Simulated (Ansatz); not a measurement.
Basis sets compared for Mo₃H₃Se₉. Total charge 0; doublet. Geometry PBE-D4/def2-SVP. Ansatz on 2 threads of AMD EPYC 7R13 on a shared host and a share (18 GiB) of an NVIDIA H100 80GB HBM3; times are rough, and most runs start from earlier orbitals.

```xyz
15

Mo    1.108    0.891    0.246
Mo   -0.686   -0.913    1.595
Mo   -0.961    0.035   -1.270
Se    2.970    2.790    0.704
Se    0.061    2.200   -1.521
Se    3.539    0.528    0.215
Se    0.010    1.404    2.289
Se    0.404   -2.090    3.235
Se   -2.679    0.312    0.260
Se    0.699   -1.552   -0.316
Se   -2.500   -2.661    1.842
Se   -1.499   -1.052   -3.413
H     3.122    3.332   -0.684
H    -3.470   -2.221    0.790
H    -0.117   -1.002   -3.972
```

In the def2 sets Mo takes a core potential; there is no spin–orbit coupling. Single mean-field runs in def2-TZVP are fitted with def2-universal-jkfit.

Binding counts from free atoms (Mo septet, Se triplet, H doublet) in the same basis, without a counterpoise term.

| level | functions | energy (Eh) | HOMO (eV) | LUMO (eV) | binding per atom (eV) | wall time |
| --- | --- | --- | --- | --- | --- | --- |
| PBE-D4/def2-SVP | 396 | -21815.2522 | -4.74 | -4.44 | 3.59 | 11 s |
| PBE0-D4/def2-SVP | 396 | -21815.7308 | -5.75 | -4.00 | 3.24 | 17 s |

Q: Estimate the rows for PBE-D4/def2-TZVP, PBE0-D4/def2-TZVP (with forces).

A: 
```csv
level,functions,energy (Eh),HOMO (eV),LUMO (eV),binding per atom (eV),wall time
PBE-D4/def2-TZVP,570,-21817.9620,-4.80,-4.49,3.57,8.5 s
PBE0-D4/def2-TZVP (with forces),570,-21818.4419,-5.77,-4.00,3.23,18 s
```
